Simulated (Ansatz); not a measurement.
`[NH2][SnH2][CH2][SiH3]` and `[SiH3][CH2][SnH2][Cl]` differ in one atom or group.

Ansatz, PBE0-D4/def2-TZVP geometries, multiplicity 1. Each molecule was computed in one conformer, which needn't be the lowest.

Elements past krypton have def2 core potentials.

| property | `[NH2][SnH2][CH2][SiH3]` |
| --- | --- |
| size of the dipole moment (B3LYP/def2-TZVPP) / D | 1.18 |
| HOMO energy (PBE0/def2-TZVPP) / eV | -7.09 |
| HOMO–LUMO gap (B3LYP/def2-TZVPP) / eV | 6.52 |
| size of the dipole moment (ωB97M-V/def2-TZVPP) / D | 1.19 |
| size of the dipole moment (PBE/def2-TZVPP) / D | 1.05 |
| HOMO energy (ωB97M-V/def2-TZVPP) / eV | -9.39 |

(1) Give the same properties after the change, and the shifts. (Estimate.)

Answers

(1) Ansatz gave: 
| property | `[SiH3][CH2][SnH2][Cl]` | shift |
| --- | --- | --- |
| size of the dipole moment (B3LYP/def2-TZVPP) / D | 2.89 | 1.71 |
| HOMO energy (PBE0/def2-TZVPP) / eV | -8.30 | -1.21 |
| HOMO–LUMO gap (B3LYP/def2-TZVPP) / eV | 7.20 | 0.68 |
| size of the dipole moment (ωB97M-V/def2-TZVPP) / D | 2.91 | 1.72 |
| size of the dipole moment (PBE/def2-TZVPP) / D | 2.79 | 1.74 |
| HOMO energy (ωB97M-V/def2-TZVPP) / eV | -10.45 | -1.06 |

With PBE0 the HOMO falls by 1.21 eV and the LUMO falls by 0.55 eV, so the gap widens by about 0.66 eV. PBE moves the HOMO by -1.32 eV and ωB97M-V by -1.06 eV. Dipoles are sizes alone; their direction can turn.

B3LYP here is the variant with VWN-RPA as its local correlation; programs differ in this.
